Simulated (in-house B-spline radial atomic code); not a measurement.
Whole-atom quantities along the 37-electron series, configuration 1s2 2s2 2p6 3s2 3p6 3d10 4s2 4p6 4d3/2(1). Breit and QED terms are first order and not part of the total energy; the density at the nucleus is averaged over the nuclear charge. Computed with a radial B-spline atomic code at the basis-set limit: Dirac-Hartree-Fock, jj configuration that fills j = l - 1/2 first, finite nuclei.

```
  ion   Z  E/Z² (Eh)  Σ<r²> (bohr²)  n(0)/Z³ (bohr⁻³)  Lamb diamagnetic shielding (ppm)  repulsion over attraction  Breit energy (eV)  self-energy (eV)  vacuum polarisation (eV)
 Zr3+  40    -2.2473         24.242            1.1361                           3835.54                    0.15396              55.49            41.524                   -4.5273
 Nb4+  41    -2.2697          20.94            1.1631                           3963.05                    0.15162               60.4            45.265                   -5.0171
 Mo5+  42    -2.2915         18.424            1.1903                           4090.92                    0.14926             65.607            49.245                   -5.5475
 Tc6+  43    -2.3127         16.415            1.2211                           4219.24                    0.14689             71.119            53.474                   -6.1216
 Ru7+  44    -2.3335         14.764             1.251                           4348.07                    0.14453             76.946            57.961                   -6.7415
 Rh8+  45    -2.3537          13.38            1.2841                           4477.45                    0.14219             83.099            62.717                   -7.4105
 Pd9+  46    -2.3734           12.2            1.3177                           4607.44                    0.13987             89.586            67.754                   -8.1313
Ag10+  47    -2.3926         11.184            1.3536                           4738.05                     0.1376             96.418            73.082                   -8.9074
Cd11+  48    -2.4114         10.298            1.3891                           4869.34                    0.13536              103.6            78.713                   -9.7415
```

With what power of Z does the column «vacuum polarisation (eV)» change over this range?

A fit of the logarithm of its size against log Z from Z = 40 to 48 has slope 4.20.
